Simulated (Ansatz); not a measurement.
CH3N, SMILES `[CH]N` (lower singlet) (charge 0, multiplicity 1). This singlet lies 1.55 eV below the relaxed triplet at the level composite: frozen-core CCSD(T) with HF/cc-pVQZ and the correlation energy extrapolated as X^-3 from cc-pVTZ and cc-pVQZ, plus CCSDT(Q) minus CCSD(T) in cc-pVDZ // PBE0-D3(BJ)/def2-TZVP (Ansatz, a first-principles code).

Cartesian coordinates (Å):
SMILES: N[CH]
```xyz
5

C      0.7813    -0.5591     0.0207
N     -0.4121    -0.0388     0.0021
H      1.4915     0.2905    -0.0134
H     -0.6397     0.9534    -0.0362
H     -1.2210    -0.6460     0.0269
```
Charge 0, multiplicity 1.

Frozen-core energies in cc-pVTZ from Ansatz at a geometry from PBE0-D3(BJ)/def2-TZVP; the HF reference has <S^2> = 0.00 and the T1 diagnostic is 0.016.

```tsv
level	energy (Ha)
HF	-94.01818
MP2	-94.37817
CCSD	-94.39992
CCSD(T)	-94.41541
```

Q: Estimate the energies of CCSDT and CCSDT(Q), and give each level's difference from CCSDT(Q).

A: 
| level | energy (Ha) | difference from CCSDT(Q) (mHa) |
|---|---|---|
| MP2 | -94.37817 | 38.51 |
| CCSD | -94.39992 | 16.75 |
| CCSD(T) | -94.41541 | 1.26 |
| CCSDT | -94.41589 | 0.78 |
| CCSDT(Q) | -94.41667 | 0.00 |
